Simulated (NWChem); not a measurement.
A calculation on HBF2

```xyz
4

B      0.0000     0.0000    -0.4612
H      0.0000     0.0000    -1.6724
F     -1.1351     0.0000     0.2210
F      1.1351     0.0000     0.2210
```
Charge 0, spin multiplicity 1.

Program: NWChem. The geometry was optimised at PBE/def2-SVP, a minimum by its harmonic frequencies.

Symmetry labels belong to the abelian group C2v used in the runs, with the axes of the coordinates shown.

B3LYP has NWChem's definition, with VWN1-RPA local correlation. The structure started from a generated list of species.

Question: List the lowest 6 singlet excitations that TD-B3LYP/aug-cc-pVDZ, VWN1-RPA local correlation gives, with oscillator strengths.

Answer: 
```tsv
state	symmetry	energy (eV)	wavelength (nm)	f
1	b2	8.37	148	0.045
2	a2	9.42	132	0.000
3	a1	9.97	124	0.013
4	a1	10.29	121	0.159
5	b1	10.29	120	0.010
6	b1	10.69	116	0.042
```
